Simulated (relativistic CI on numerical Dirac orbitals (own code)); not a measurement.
Fe4+: K-beta X-ray emission

Computed with this model: Dirac-Coulomb-Breit CI, KLI orbitals optimised for each configuration, QED by a radiative potential, valence Slater integrals scaled by 0.8, multiplet model of X-ray emission after core ionisation; configurations [Ar] 3d4 → 1s 2s2 2p6 3s2 3p6 3d4 → [Ne] 3s2 3p5 3d4; 80 K; Lorentzian 1.6 eV and Gaussian 1 eV FWHM. Energies are those of the free ion, without screening or charge transfer. S is read from ⟨S²⟩ = S(S + 1).

Field parameters in Wybourne normalisation: Oh B⁴₀ = 21Dq, B⁴₄ = √(5/14) B⁴₀. The field is a parameter set, without covalency.

Computed curve for Oh, 10Dq = 22600 cm⁻¹, scaled to 100 at the maximum (points under 2 are left out and the grid is thinned):

(Energy (eV), Intensity): (7038.6, 2.0), (7039.2, 2.7), (7039.8, 3.8), (7040.4, 5.9), (7041.0, 10.4), (7041.6, 18.4), (7042.2, 25.0), (7042.8, 22.4), (7043.6, 12.4), (7044.2, 8.2), (7044.8, 6.7), (7045.4, 6.8), (7046.0, 8.9), (7046.6, 13.7), (7047.2, 20.6), (7047.8, 25.7), (7048.4, 25.6), (7049.0, 21.1), (7049.6, 15.4), (7050.2, 11.0), (7050.8, 8.8), (7051.4, 7.8), (7052.0, 6.7), (7052.8, 5.3), (7053.4, 4.8), (7054.0, 4.9), (7054.6, 5.4), (7055.2, 6.0), (7055.8, 6.4), (7056.4, 6.7), (7057.0, 7.8), (7057.6, 9.7), (7058.2, 11.9), (7058.8, 14.1), (7059.4, 17.3), (7060.0, 23.3), (7060.6, 32.0), (7061.4, 41.6), (7062.0, 45.9), (7062.6, 53.4), (7063.2, 68.5), (7063.8, 90.9), (7064.4, 99.9), (7065.0, 82.3), (7065.6, 62.8), (7066.2, 65.5), (7066.8, 85.8), (7067.4, 89.4), (7068.0, 62.3), (7068.6, 34.7), (7069.2, 19.8), (7069.8, 12.7), (7070.6, 8.0), (7071.2, 6.1), (7071.8, 4.8), (7072.4, 3.9), (7073.0, 3.3), (7073.6, 2.8), (7074.2, 2.4), (7074.8, 2.1)

The ground state has S = 1.96, and the centroid lies at 7060.59 eV.
